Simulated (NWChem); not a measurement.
Molecule: C₂H₃Cl₂F; SMILES FC(Cl)(C)Cl

```xyz
8

C     -1.3007    -1.1252     0.0000
C     -0.3394     0.0326     0.0000
F     -1.0121     1.1933     0.0000
Cl     0.6931     0.0005    -1.4546
Cl     0.6931     0.0005     1.4546
H     -1.9315    -1.0635     0.8978
H     -0.7542    -2.0758     0.0000
H     -1.9315    -1.0635    -0.8978
```
Atoms are numbered in this order, from 1.

All runs: NWChem. Medium grid unless said otherwise, to which SCAN and Minnesota functionals are sensitive. Geometry: optimised at PBE0/def2-SVP. B3LYP is NWChem's, with the RPA form of VWN correlation.

Question: Among these, which level gives the highest value of “orbital gap (eV)”?
A) MPW1K/def2-SVP
B) revPBE/def2-SVP
C) PBE/def2-SVP
D) r2SCAN0/def2-SVP

Answer: A, MPW1K/def2-SVP. Values: PBE/def2-SVP 6.44; revPBE/def2-SVP 6.47; r2SCAN0/def2-SVP 9.41; MPW1K/def2-SVP 10.96
